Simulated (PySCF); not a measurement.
## Magnetisability: SMILES C=C(C)P(=C)(C)C, C₆H₁₃P

Molfile (atoms numbered from 1):
```
C6H13P
     RDKit          3D

 20 19  0  0  0  0  0  0  0  0999 V2000
    1.4347   -0.2951   -1.6985 C   0  0  0  0  0  0  0  0  0  0  0  0
    1.0484   -0.3434   -0.4303 C   0  0  0  0  0  0  0  0  0  0  0  0
    1.9504   -0.7826    0.6826 C   0  0  0  0  0  0  0  0  0  0  0  0
   -0.5253    0.4440    0.1642 P   0  0  0  0  0  5  0  0  0  0  0  0
   -0.7162    1.9759    0.8915 C   0  0  0  0  0  0  0  0  0  0  0  0
   -1.6239    0.3669   -1.2878 C   0  0  0  0  0  0  0  0  0  0  0  0
   -1.1857   -0.8225    1.2980 C   0  0  0  0  0  0  0  0  0  0  0  0
    0.7831    0.0443   -2.4857 H   0  0  0  0  0  0  0  0  0  0  0  0
    2.4154   -0.6255   -2.0047 H   0  0  0  0  0  0  0  0  0  0  0  0
    2.9920   -0.7931    0.3678 H   0  0  0  0  0  0  0  0  0  0  0  0
    1.6818   -1.7848    1.0178 H   0  0  0  0  0  0  0  0  0  0  0  0
    1.8426   -0.1035    1.5304 H   0  0  0  0  0  0  0  0  0  0  0  0
   -0.3874    2.7658    0.2170 H   0  0  0  0  0  0  0  0  0  0  0  0
   -0.1809    2.0328    1.8389 H   0  0  0  0  0  0  0  0  0  0  0  0
   -1.5878   -0.6117   -1.7629 H   0  0  0  0  0  0  0  0  0  0  0  0
   -2.6304    0.5823   -0.9317 H   0  0  0  0  0  0  0  0  0  0  0  0
   -1.3377    1.1388   -1.9994 H   0  0  0  0  0  0  0  0  0  0  0  0
   -1.1553   -1.8098    0.8396 H   0  0  0  0  0  0  0  0  0  0  0  0
   -0.6111   -0.8279    2.2221 H   0  0  0  0  0  0  0  0  0  0  0  0
   -2.2120   -0.5402    1.5279 H   0  0  0  0  0  0  0  0  0  0  0  0
  1  2  2  0
  2  3  1  0
  2  4  1  0
  4  5  2  0
  4  6  1  0
  4  7  1  0
  1  8  1  0
  1  9  1  0
  3 10  1  0
  3 11  1  0
  3 12  1  0
  5 13  1  0
  5 14  1  0
  6 15  1  0
  6 16  1  0
  6 17  1  0
  7 18  1  0
  7 19  1  0
  7 20  1  0
M  END
```

Method used: GIAO KT3/pcSseg-1 magnetisability, rotational g tensor and spin-rotation constants, non-relativistic, gas phase in PySCF 2.14.0. Geometry: GFN2-xTB.

What are the magnetisability and the molar susceptibility?

Isotropic -1410 × 10⁻³⁰ J/T², or -84.9 × 10⁻⁶ cm³/mol; principal values -1514, -1363, -1352 × 10⁻³⁰ J/T², anisotropy 157 × 10⁻³⁰ J/T² (root of half the summed squared differences of the principal values). The susceptibility is in cgs units.

Split it along the inertial axes a, b, c into diamagnetic and paramagnetic parts about the centre of mass, with the quadrupole moment.


| axis | χ (10⁻⁶ cm³/mol) | diamagnetic (10⁻⁶ cm³/mol) | paramagnetic (10⁻⁶ cm³/mol) | summed x² of all electrons (Å²) | quadrupole Θ (D Å) |
| --- | --- | --- | --- | --- | --- |
| a | -82.3 | -610.7 | 528.4 | 139.8 | -4.75 |
| b | -81.4 | -829.1 | 747.6 | 88.3 | +6.67 |
| c | -91.0 | -968.0 | 877.0 | 55.6 | -1.91 |

Anisotropies 2χaa − χbb − χcc = +7.9 and 2χbb − χaa − χcc = +10.4 × 10⁻⁶ cm³/mol. Θ is traceless in Buckingham's convention.

And the rotational g tensor?


```tsv
axis	rotational constant (GHz)	g	nuclear part	electronic part
a	2.6602	-0.0129	0.6475	-0.6604
b	1.7789	-0.0150	0.6099	-0.6248
c	1.4970	-0.0023	0.6145	-0.6168
```
Asymmetric top; isotopes 12C, 1H, 31P; no vibrational averaging.
